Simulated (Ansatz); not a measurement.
`C=C(C)CF` + HBr → `C=C(C)CBr` + H–F  (substitution at a C–F bond)

Computed with Ansatz on PBE0-D4/def2-TZVP structures; ΔE is electronic, products minus reactants. CBS: MP2 limit from def2 TZ/QZ plus the TZ coupled-cluster correction, frozen cores. This one scheme is used for every species. Functionals use def2-TZVPP. B3LYP here is the variant with VWN-RPA as its local correlation; programs differ in this. HSE06 is defined as in plane-wave codes. For Br outer-core shells are correlated without core-valence functions, which leaves a few kJ/mol of doubt a bond. Scalar relativity is left out up to krypton. Each species was taken in one conformer, which may not be the lowest.

| level | ΔE (kJ/mol) | difference from CCSD(T)/CBS |
| --- | --- | --- |
| LDA (SPW92) | -24.4 | 16.9 |
| PBE-D4 | -32.5 | 8.8 |
| revPBE-D4 | -37.2 | 4.1 |
| BLYP-D4 | -30.5 | 10.8 |
| r2SCAN-D4 | -26.7 | 14.6 |
| B97M-V | -21.3 | 20.0 |
| PBE0-D4 | -32.2 | 9.1 |
| B3LYP-D4 | -28.9 | 12.4 |
| r2SCANh-D4 | -27.4 | 13.9 |
| HSE06-D4 | -32.4 | 8.9 |
| BHLYP-D4 | -25.9 | 15.4 |
| ωB97X-V | -23.0 | 18.3 |
| B2PLYP | -29.4 | 11.9 |
| PBE-QIDH | -35.8 | 5.5 |
| PBE | -27.1 | 14.2 |
| BLYP | -19.5 | 21.8 |
| r2SCAN | -25.4 | 15.9 |
| PBE0 | -27.3 | 14.0 |
| B3LYP | -20.0 | 21.3 |
| r2SCANh | -26.0 | 15.3 |
| r2SCAN0 | -26.7 | 14.6 |
| HSE06 | -27.8 | 13.5 |
| BHLYP | -17.7 | 23.6 |
| LC-ωPBE | -19.9 | 21.4 |
| RPA@PBE/def2-TZVPP | -31.6 | 9.7 |
| HF/def2-SVP | 7.8 | 49.1 |
| MP2/def2-SVP | -20.3 | 21.0 |
| CCSD/def2-SVP | -5.3 | 36.0 |
| CCSD(T)/def2-SVP | -8.0 | 33.3 |
| HF/def2-TZVPP | -11.0 | 30.3 |
| MP2/def2-TZVPP | -50.1 | -8.8 |
| SCS-MP2/def2-TZVPP | -40.6 | 0.7 |
| CCSD/def2-TZVPP | -31.9 | 9.4 |
| CCSD(T)/def2-TZVPP | -36.2 | 5.1 |
| HF/def2-QZVPP | -10.8 | 30.5 |
| MP2/def2-QZVPP | -52.9 | -11.6 |
| SCS-MP2/def2-QZVPP | -43.5 | -2.2 |
| HF/CBS(def2) | -10.7 | 30.6 |
| MP2/CBS(def2) | -55.2 | -13.9 |
| CCSD/CBS(def2) | -37.1 | 4.2 |
| CCSD(T)/CBS | -41.3 | 0 |

Largest T1 diagnostic among the species: 0.010.

At CCSD(T), def2-SVP lies +33.3 kJ/mol from the extrapolated value and def2-TZVPP +5.1 kJ/mol. The D4 term adds −8.9 kJ/mol with B3LYP and −4.8 kJ/mol with PBE0; it sums over pairs of atoms, weighted by their polarisabilities, and B3LYP, whose exchange is more repulsive, gets the larger term. In def2-TZVPP, CCSD(T) changes the Hartree–Fock value by −25.2 kJ/mol (the triples alone add −4.2 kJ/mol) and MP2 by −39.1 kJ/mol.

CCSD(T)/CBS has its own doubt, a few kJ/mol and more with outer-core shells, so smaller differences from it don't rank the levels.
